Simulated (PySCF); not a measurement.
C8H18BN.
Atom-mapped SMILES: `[CH3:1][N+:2]1([CH3:3])[BH2-:4][CH2:5][C@H:6]([CH:7]2[CH2:8][CH2:9]2)[CH2:10]1` (hydrogens: H11, H12, H13 on C1; H14, H15, H16 on C3; H17, H18 on B4; H19, H20 on C5; H21 on C6; H22 on C7; H23, H24 on C8; H25, H26 on C9; H27, H28 on C10)

Method: PBE0-D3(BJ)/def2-SVP geometry optimisation, gas phase (PySCF).

Problem. Give the optimised bond lengths and angles.

Solution. 
```
                  bond  length (Å)   order
                 C1–N2       1.471  single
                 N2–C3       1.466  single
                 N2–B4       1.683  single
                 B4–C5       1.634  single
                 C5–C6       1.535  single
                 C6–C7       1.508  single
                 C7–C8       1.503  single
                 C8–C9       1.501  single
                C6–C10       1.522  single
                N2–C10       1.484  single
                 C7–C9       1.497  single
C1–H11, C1–H12, C1–H13       1.098  single
C3–H14, C3–H15, C3–H16       1.099  single
                B4–H17       1.226  single
                B4–H18       1.227  single
                C5–H19       1.104  single
                C5–H20       1.101  single
                C6–H21       1.106  single
                C7–H22       1.097  single
                C8–H23       1.095  single
                C8–H24       1.093  single
                C9–H25       1.094  single
                C9–H26       1.093  single
               C10–H27       1.101  single
               C10–H28       1.104  single
```

Bonds in one row agree within 0.01 Å and their mean is given. Orders are formal, as drawn. A selection of angles:
```
    angle  degrees
 C1–N2–C3    109.1
 C1–N2–B4    110.1
C1–N2–C10    110.6
 C3–N2–B4    112.1
C3–N2–C10    111.7
B4–N2–C10    103.2
 N2–B4–C5    101.4
 B4–C5–C6    106.6
 C5–C6–C7    116.0
C5–C6–C10    103.9
C7–C6–C10    112.0
 C6–C7–C8    120.7
 C6–C7–C9    120.0
 C8–C7–C9     60.0
 C7–C8–C9     59.8
 C7–C9–C8     60.2
N2–C10–C6    106.9
```

Dihedral angles: C1–N2–B4–C5 98° (anticlinal); N2–B4–C5–C6 -5° (synperiplanar); B4–C5–C6–C7 152° (antiperiplanar); C5–C6–C7–C8 157° (antiperiplanar); C6–C7–C8–C9 -109° (anticlinal); C5–C6–C10–N2 -44° (synclinal); C1–N2–C10–C6 -78° (synclinal); C6–C7–C9–C8 110° (anticlinal).

Of the pairs four or more bonds apart, H11···H21 is among the closest relative to their van der Waals radii: 2.10 Å, 87 % of the sum of Bondi's values. N2 (nitrogen bonded to B and 3 C) is distorted tetrahedral (angles from 103.2° to 112.1°). The 5-membered ring N2–B4–C5–C6–C10 has internal angles of 101.4° to 106.9°; it is puckered, 0.18 Å rms from its mean plane, widest ring torsion 44°. The C–C distances run from 1.497 Å (C7–C9, drawn single) to 1.535 Å (C5–C6, drawn single), a spread of 0.038 Å. The 3-membered ring C7–C8–C9 has internal angles of 59.8° to 60.2°. B4 (four-coordinate boron) is distorted tetrahedral (angles from 101.4° to 117.2°).

Point group: C1 (no symmetry element, even within 0.4 Å). PBE0-D3(BJ)/def2-SVP frequencies: not computed here. One conformer, not necessarily the lowest.
